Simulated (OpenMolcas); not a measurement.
## CH3BTe (SMILES B1C[Te]1): methods side by side

CH3BTe: 6 atoms, total charge 0, spin state singlet. As SMILES, `B1C[Te]1`. The shape comes from GFN2-xTB, which is rough for such elements, and wasn't checked as a minimum.

Quantity: the vertical energy of the triplet above the singlet, in eV. The values are calculated.

```tsv
level	kind	program	value (eV)	less CCSD(T)/def2-SVP	CPU time (all runs)
SVWN5/def2-SVP (core potential)	LDA	OpenMolcas	3.26	+0.09	36 s
PBE/def2-SVP (core potential)	GGA	OpenMolcas	3.06	-0.11	50 s
revPBE/def2-SVP (core potential)	GGA	OpenMolcas	3.03	-0.14	47 s
M06-L/def2-SVP (core potential)	meta-GGA	OpenMolcas	3.14	-0.03	74 s
TPSS/def2-SVP (core potential)	meta-GGA	OpenMolcas	3.10	-0.07	78 s
M06-2X/def2-SVP (core potential)	hybrid meta-GGA	OpenMolcas	2.94	-0.23	86 s
PBE0/def2-SVP (core potential)	global hybrid	OpenMolcas	3.01	-0.16	46 s
CCSD(T)/def2-SVP (core potential), open shells restricted	coupled cluster or CI	OpenMolcas	3.17	0.00	54 s
```

Differences are taken from CCSD(T)/def2-SVP (core potential), open shells restricted for orientation; it has basis-set and higher-order errors of its own. Spin-orbit coupling, which can split open shells on such heavy atoms by tenths of an eV, is left out. The values span 2.94 to 3.26 eV. In the correlated wave-function rows the outer d shell of Te is correlated, in sets not made for it. Times are those of the runs behind each value, whatever else they computed, on shared processors of several kinds: orders of magnitude only.
